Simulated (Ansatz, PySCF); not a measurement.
Gas-phase reaction (SMILES): CC(C)[Si](O)(O)O + S (H2S) -> O[Si](O)(O)S + CCC; hydrogen sulfide cleaves one Si-C bond, a model of a ligand-exchange step.

Structures are relaxed separately at B3LYP-D3(BJ)/def2-TZVP in Ansatz (a program for electronic structure), one conformer each, not searched for the lowest. Valence correlation only, unless marked. Spin-orbit coupling is left out. Non-relativistic. CBS marks a two-point X^-3 extrapolation of the correlation energy; Hartree-Fock from the larger set. [CCSD(T)-MP2]/basis is that difference in the basis named. Thermal terms are rigid-rotor harmonic-oscillator values from B3LYP-D3(BJ) frequencies (Ansatz or PySCF) at 298.15 K and 1 atm. 1 Eh = 627.5095 kcal/mol.

```csv
species,"E, RI-MP2/CBS(cc-pV(T+d)Z,cc-pV(Q+d)Z)+[CCSD(T)-MP2]/cc-pV(T+d)Z (Ansatz) (Eh)","E, wB97X-V/def2-TZVPD (Ansatz) (Eh)",H - E (Eh)
CC(C)[Si](O)(O)O,-634.95658,-635.68460,0.14814
S (H2S),-398.96967,-399.34268,0.01881
O[Si](O)(O)S,-914.97516,-915.90816,0.06153
CCC,-118.97835,-119.14659,0.10859
```

Task: Work out ΔE and ΔH at 298.15 K at the first level, then ΔH at the second.

Result: 
1. ΔE = [(-914.97516) + (-118.97835)] - [(-634.95658) + (-398.96967)] = -0.02726 Eh = -17.1 kcal/mol at RI-MP2/CBS(cc-pV(T+d)Z,cc-pV(Q+d)Z)+[CCSD(T)-MP2]/cc-pV(T+d)Z.
2. The terms H - E add up to 0.00317 Eh, so ΔH = (-0.02726 + (0.00317))×627.5095 = -15.1 kcal/mol.
3. At wB97X-V/def2-TZVPD the same steps give ΔE = -17.2 and ΔH = -15.2 kcal/mol, a shift of -0.1 from the first level.
4. These values are not checked against measurement here, since the tables used lack a sound gas-phase enthalpy of formation for at least one species.
